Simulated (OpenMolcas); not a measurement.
**Mn3+: effect of the basis set**

```yaml
Program: OpenMolcas
Method: CASSCF
Active_space: 4 electrons in 5 orbitals (3d)
State_averaging: 2S+1 = 5 even, 5 roots; 2S+1 = 3 even, 45 roots; 2S+1 = 1 even, 50 roots
Spin-orbit_coupling: RASSI with atomic mean-field integrals over the reference wave functions, term energies averaged over their components
```

A. ANO-R1 [5s3p3d1f], X2C, finite nucleus; cost about 24 core-seconds
B. ANO-L-VTZP [6s5p3d2f1g], non-relativistic, point nucleus; cost of the order of 30 core-seconds
C. ANO-RCC-VTZP [6s5p3d2f1g], DKH2, point nucleus; cost of the order of 40 core-seconds
D. ANO-R2 [7s4p4d2f1g], X2C, finite nucleus; cost roughly 30 core-seconds
E. ANO-RCC-VQZP [7s6p4d3f2g1h], DKH2, point nucleus; cost roughly 26 core-seconds
F. ANO-R3 [8s5p5d3f2g1h], X2C, finite nucleus; cost of the order of 24 core-seconds

Energies in eV above 3d4 5D0, the measured ground level; measured values from Corliss and Sugar, J. Phys. Chem. Ref. Data 6, 1253 (1977).

| Level | A | B | C | D | E | F | Measured |
| --- | --- | --- | --- | --- | --- | --- | --- |
| 3d4 5D0 | 0.0000 | 0.0000 | 0.0000 | 0.0000 | 0.0000 | 0.0000 | 0.0000 |
| 3d4 5D1 | 0.0129 | 0.0130 | 0.0125 | 0.0123 | 0.0123 | 0.0125 | 0.0123 |
| 3d4 5D2 | 0.0380 | 0.0384 | 0.0370 | 0.0365 | 0.0363 | 0.0368 | 0.0356 |
| 3d4 5D3 | 0.0745 | 0.0753 | 0.0726 | 0.0716 | 0.0712 | 0.0723 | 0.0685 |
| 3d4 5D4 | 0.1213 | 0.1226 | 0.1182 | 0.1167 | 0.1160 | 0.1177 | 0.1098 |
| 3d4 3H4 | 2.9423 | 2.9248 | 2.9323 | 2.9556 | 2.9539 | 2.9476 | 2.6385 |
| 3d4 3H5 | 2.9689 | 2.9517 | 2.9582 | 2.9812 | 2.9794 | 2.9736 | 2.6625 |
| 3d4 3H6 | 2.9988 | 2.9819 | 2.9873 | 3.0100 | 3.0081 | 3.0027 | 2.6879 |
| 3d4 3P0(1) | 3.1675 | 3.1472 | 3.1600 | 3.1876 | 3.1857 | 3.1767 | 2.5608 |
| 3d4 3P1(1) | 3.2432 | 3.2236 | 3.2337 | 3.2604 | 3.2583 | 3.2505 | 2.6382 |
| 3d4 3P2(1) | 3.3792 | 3.3607 | 3.3663 | 3.3918 | 3.3893 | 3.3836 | 2.7679 |
| 3d4 3F2(1) | 3.3849 | 3.3656 | 3.3738 | 3.4002 | 3.3978 | 3.3909 | 2.8257 |
| 3d4 3F3(1) | 3.3935 | 3.3741 | 3.3822 | 3.4086 | 3.4062 | 3.3994 | 2.8346 |
| 3d4 3F4(1) | 3.4078 | 3.3886 | 3.3963 | 3.4226 | 3.4201 | 3.4135 | 2.8466 |
| 3d4 3G3 | 3.7090 | 3.6890 | 3.6965 | 3.7240 | 3.7212 | 3.7146 | 3.1542 |
| 3d4 3G4 | 3.7412 | 3.7215 | 3.7279 | 3.7550 | 3.7521 | 3.7460 | 3.1828 |
| 3d4 3G5 | 3.7681 | 3.7485 | 3.7542 | 3.7812 | 3.7782 | 3.7724 | 3.2084 |
| 3d4 1I6 | 4.4224 | 4.3976 | 4.4078 | 4.4419 | 4.4385 | 4.4299 |  |
| 3d4 1G4(1) | 4.6631 | 4.6372 | 4.6484 | 4.6847 | 4.6806 | 4.6714 |  |
| 3d4 3D3 | 4.7883 | 4.7642 | 4.7727 | 4.8065 | 4.8021 | 4.7947 | 3.8913 |
| 3d4 3D2 | 4.7987 | 4.7747 | 4.7830 | 4.8167 | 4.8122 | 4.8049 | 3.9022 |
| 3d4 3D1 | 4.8103 | 4.7864 | 4.7941 | 4.8277 | 4.8232 | 4.8161 | 3.9155 |
| 3d4 1S0(1) | 5.4105 | 5.3820 | 5.3950 | 5.4363 | 5.4306 | 5.4204 |  |
| 3d4 1D2(1) | 5.7861 | 5.7570 | 5.7692 | 5.8115 | 5.8053 | 5.7955 |  |

Deviations, from unrounded energies. A percentage is the sum of absolute deviations over the sum of measured energies, with the sign that they share, or ± where signs differ.

| Against measurement | Levels | A | B | C | D | E | F |
| --- | --- | --- | --- | --- | --- | --- | --- |
| mean absolute deviation (cm-1) | 19 | 3700 | 3600 | 3700 | 3800 | 3800 | 3800 |
| fine structure of the ground term (%) | 4 | +9.1 | +10.3 | +6.3 | +4.9 | ±4.3 | +5.8 |
| other terms of the ground configuration (%) | 15 | +19.2 | +18.6 | +18.8 | +19.7 | +19.6 | +19.4 |

A, B, C, F lie about equally close to measurement and D furthest from it. The largest miss of B in the table is 3d4 3D3, by +7000 cm-1. The ranking rests on the paired levels alone, and a cruder setting can come out closer through cancelling errors.

Among A to F the level of the table that moves most is 3d4 1D2(1), by 440 cm-1 (lowest in B, highest in D).

Without dynamic correlation excited terms often stand tens of per cent too high (terms of higher spin than the ground term too low), and those without a measured partner can miss by more than the paired ones. The basis is small and was not contracted for so high a charge (holds for A). Computed and measured levels are paired by configuration, term and J; levels that our copy of the source lacks, or whose pairing is in doubt (as where it misses far off the trend of its configuration), stay unpaired and out of the deviations. Only configurations of the active space appear. The table leaves out levels that lie high or whose names do not pair safely across all columns.

A number in round brackets counts repeated terms of one configuration in the order of the reference energies.
